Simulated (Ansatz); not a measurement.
Input:

```yaml
crystal:
  periodic: [false, false, false]
  atoms:
    - { symbol: W, position_ang: [0.280767, -0.280767, 0.268845] }
    - { symbol: Cl, position_ang: [-0.316761, 0.316761, 2.393222] }
    - { symbol: F, position_ang: [1.99806, 0.260049, -0.286461] }
    - { symbol: H, position_ang: [-0.088653, 1.32715, -0.063615] }
    - { symbol: H, position_ang: [-1.32715, 0.088653, -0.063615] }
    - { symbol: F, position_ang: [-0.260049, -1.99806, -0.286461] }
    - { symbol: H, position_ang: [-0.156214, 0.156214, -1.291915] }
basis:
  gaussian: { orbitals: def2-SVP }
hamiltonian:
  xc: pbe
md:
  timestep: 0.5
  n_steps: 150
  ensemble: nvt_langevin
  temperature: 300.0
  initial_velocities: maxwell_boltzmann
  seed: 52704
  friction: 0.01
```

Command:

```bash
$ ansatz run input.yaml --threads 1 --pin off --max-ram 2048MiB --backend cpu --events-out ev --progress --plain --runs-dir out
```

Hardware: 1 thread of Intel(R) Xeon(R) 6975P-C (Granite Rapids), on a shared host.

**Question.** Roughly how long does this run take, and how much memory?

**Answer.** 4.5 min, with a peak of 0.15 GiB, for 151 ionic steps.
